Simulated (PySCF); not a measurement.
Level of theory: PBE-D3(BJ)/def2-TZVP // B3LYP-D3(BJ)/def2-TZVP in PySCF. All species are isolated molecules in the gas phase. Delta-SCF ions had no search for a lower state. 

Reference species (SMILES): `C#CC(C)=O` (neutral, multiplicity 1).

- dipole moment = 2.93 D
- vertical ionisation energy (Delta-SCF) = 9.85 eV
- S1 oscillator strength = 0.000

Changed species: `C#CS` (X = mercapto; the reference has X = acetyl).

Task: What does the change do to the dipole moment, vertical ionisation energy (Delta-SCF) and S1 oscillator strength?

Result: the dipole moment decreases by 2.10 D, to 0.83 D; the vertical ionisation energy (Delta-SCF) decreases by 0.66 eV, to 9.19 eV; the S1 oscillator strength is nearly the same.
